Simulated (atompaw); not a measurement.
# Pm (Z = 61): one change to a PAW (atompaw) potential, before and after

```json
{
 "Element": "Pm",
 "Generator": "atompaw 4.2.0.5",
 "Type": "PAW",
 "Functional": "PBE",
 "Relativity": "scalar-relativistic",
 "Frozen core": "[Kr] 4d10",
 "Valence charge": "15",
 "Reference configuration": "4f5 5s2 5p6 5d0 6s0 6p0 (charge +2)",
 "Partial waves": "5s (bound): rc 2.20 bohr; 6s (bound, empty): rc 1.85 bohr; 5p (bound): rc 2.20 bohr; 6p (bound, empty): rc 2.20 bohr; 5d (bound, empty): rc 2.05 bohr; 5d channel at 1.65 Ry: rc 2.20 bohr; 4f (bound): rc 1.05 bohr; 4f channel at -0.35 Ry: rc 1.05 bohr",
 "Local potential": "bessel scheme, radius 2.00 bohr",
 "Core correction": "smooth core density matched at 1.55 bohr",
 "Augmentation charge": "sinc compensation charge, radius 1.85 bohr; PAW radius 2.20 bohr; waves and projectors: custom rrkj gramschmidtortho"
}
```

Change: augmentation sinc compensation charge, radius 1.85 bohr; PAW radius 2.20 bohr; waves and projectors: custom polynom vanderbiltortho.

Cutoffs: the cutoffs (Ry, on a coarse ladder) from which the occupation-weighted sum of valence levels, in a spherical-Bessel basis at the reference potential, stays within 10 and 1 mRy of its value at 400 Ry; they do not see the model core or the augmentation charge, which bear on the density cutoff.

Problem. What does the change do?

Solution. The potential gets neither clearly harder nor softer (160 Ry and 260 Ry → 180 Ry and 260 Ry); the f channel sets the loose cutoff, while the largest relative change is in s, which becomes softer; the range in which the s phases agree widens (upper end 0.8 → at the end of the scan); the range in which the p phases agree widens (upper end 2.0 → 3.2); neither file shows a bound ghost.

```tsv
quantity	base	changed
cutoff, loose	160 Ry	180 Ry
cutoff, tight	260 Ry	260 Ry
loose cutoff by channel (10 mRy a level)	s 10 Ry, p 12 Ry, f 110 Ry	s 8 Ry, p 12 Ry, f 110 Ry
bound ghosts	none	none
s: phases at 2.21 bohr within 0.05 rad from the reference energy up to (Ry; the scan ends near 5)	0.8	to the end of the scan
p: phases at 2.21 bohr within 0.05 rad from the reference energy up to (Ry; the scan ends near 5)	2.0	3.2
d: phases at 2.21 bohr within 0.05 rad from the reference energy up to (Ry; the scan ends near 5)	to the end of the scan	to the end of the scan
f: phases at 2.21 bohr within 0.05 rad from the reference energy up to (Ry; the scan ends near 5)	to the end of the scan	to the end of the scan
lowest overlap eigenvalue by channel	s 0.38, p 0.34, d 0.76, f 1.00	s 0.26, p 0.79, d 0.97, f 1.00
```

 The cutoffs see the waves, projectors and local potential, not the compensation charge or the core.
